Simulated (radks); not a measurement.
Neutral tantalum, 73 electrons, occupied as [Kr] 4d10 4f14 5s2 5p5.5 5d3.5 6s2 (fractional occupations, a model configuration). All-electron calculation, scalar-relativistic Kohn-Sham, PBEsol, spin-polarised, spherical densities, point nucleus; open shells are filled with parallel spins first (spin-orbit coupling, left out, can overturn this in heavy ions). Program: a radial shooting solver on a logarithmic mesh with Libxc functionals.

Unscreened Slater integrals over Kohn-Sham orbitals (hartree). They are taken over the spin-up orbitals. Empty in this configuration: 6p.

F0(5d,5d): 0.42860
F2(5d,5d): 0.21393
F4(5d,5d): 0.13828
F0(5d,6s): 0.32712
G2(5d,6s): 0.10120
F0(5d,4f): 0.56922
F2(5d,4f): 0.12146
F4(5d,4f): 0.056040
G1(5d,4f): 0.049386
G3(5d,4f): 0.041096
G5(5d,4f): 0.031537
F0(5d,5p): 0.51751
F2(5d,5p): 0.23583
G1(5d,5p): 0.27059
G3(5d,5p): 0.16528
F0(5d,6p): 0.24324
F2(5d,6p): 0.078905
G1(5d,6p): 0.050648
G3(5d,6p): 0.035997
F0(6s,6s): 0.28428
F0(6s,4f): 0.37466
G3(6s,4f): 0.010894
F0(6s,5p): 0.35628
G1(6s,5p): 0.026507
F0(6s,6p): 0.22627
G1(6s,6p): 0.12689
F0(4f,4f): 1.4473
F2(4f,4f): 0.69163
F4(4f,4f): 0.43472
F6(4f,4f): 0.31297
F0(4f,5p): 0.85087
F2(4f,5p): 0.27414
G2(4f,5p): 0.12766
G4(4f,5p): 0.10113
F0(4f,6p): 0.26263
F2(4f,6p): 0.021416
G2(4f,6p): 0.0051326
G4(4f,6p): 0.0046057
F0(5p,5p): 0.69700
F2(5p,5p): 0.37473
F0(5p,6p): 0.25471
F2(5p,6p): 0.046395
G0(5p,6p): 0.0079873
G2(5p,6p): 0.010532
F0(6p,6p): 0.19492
F2(6p,6p): 0.10169

Derived for the open shells (J is the average intra-shell exchange parameter used in DFT+U). 5p: J = F2/5 = 0.07495 hartree. 5d: Racah B = F2/49 - 5 F4/441 = 0.002798 hartree, C = 35 F4/441 = 0.01097 hartree, C/B = 3.92, F4/F2 = 0.646, J = (F2 + F4)/14 = 0.02516 hartree.
